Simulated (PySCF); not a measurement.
Nuclear quadrupole coupling in `FC[SiH2]N[SiH2]F`

CH7F2NSi2.
Structure used (GFN2-xTB), in Å, numbered top down from 1:
```
atom  x, y, z in Å
F1    -1.3587    0.3469   -1.5367
C2    -1.7866   -0.1146   -0.3040
Si3   -0.6593    0.5580    1.0861
N4     0.9374    0.0296    0.7025
Si5    1.6651   -0.3613   -0.8235
F6     3.1788   -0.7299   -0.4083
H7    -2.8230    0.2134   -0.1994
H8    -1.7742   -1.2047   -0.3669
H9    -1.0767   -0.0524    2.3508
H10   -0.7778    2.0197    1.1111
H11    1.6006    0.1032    1.4588
H12    1.1011   -1.5830   -1.3688
H13    1.7688    0.7757   -1.7193
```

Field gradients from the PBE0/pcSseg-1 density (PySCF, non-relativistic), principal values in atomic units, ordered |Vxx| ≤ |Vyy| ≤ |Vzz|:

```csv
atom,Vxx,Vyy,Vzz
N4,0.2349,0.5672,-0.8021
```

Find the asymmetry η = (Vxx − Vyy)/Vzz and the couplings χ = eQV/h (234.96 MHz × Q in barn × V in au), with Q(14N) = 0.02044 b.

| atom | environment | nucleus | η | χzz (MHz) | χxx (MHz) | χyy (MHz) |
| --- | --- | --- | --- | --- | --- | --- |
| N4 | nitrogen bridging silicon atoms | 14N | 0.41 | -3.852 | 1.128 | 2.724 |

The tensor is traceless: Vxx + Vyy + Vzz = 0.

What is Vzz at N4 in SI units (1 au = 9.71736 × 10²¹ V/m²)?

-0.8021 au = -7.794 × 10²¹ V/m².

What couplings would deuterons (Q(2H) = 0.00286 b) have in place of the hydrogens, at this geometry?

| atom | bonded to | bond length (Å) | Vzz (au) | η | χzz (kHz) |
| --- | --- | --- | --- | --- | --- |
| H7 | C2 | 1.092 | 0.3000 | 0.10 | 202 |
| H8 | C2 | 1.092 | 0.2989 | 0.10 | 201 |
| H9 | Si3 | 1.465 | 0.1583 | 0.03 | 106 |
| H10 | Si3 | 1.467 | 0.1569 | 0.01 | 105 |
| H11 | N4 | 1.008 | 0.4297 | 0.16 | 289 |
| H12 | Si5 | 1.452 | 0.1655 | 0.02 | 111 |
| H13 | Si5 | 1.451 | 0.1654 | 0.01 | 111 |

Isolated species at its GFN2-xTB geometry (one conformer only). GFN2-xTB bond lengths can be off by several hundredths of an ångström, more for odd bonds, and the gradients follow them. The basis is small and wasn't made for field gradients, so the couplings can be 20 % off.

The run behind these numbers computed NMR shieldings as well. The run took 40 s (with the writing of density and orbital grids) on one thread of an Arm Neoverse N1, shared host with 64 logical CPUs at a one-minute load of 59, and the process peaked at 0.71 GiB of memory.
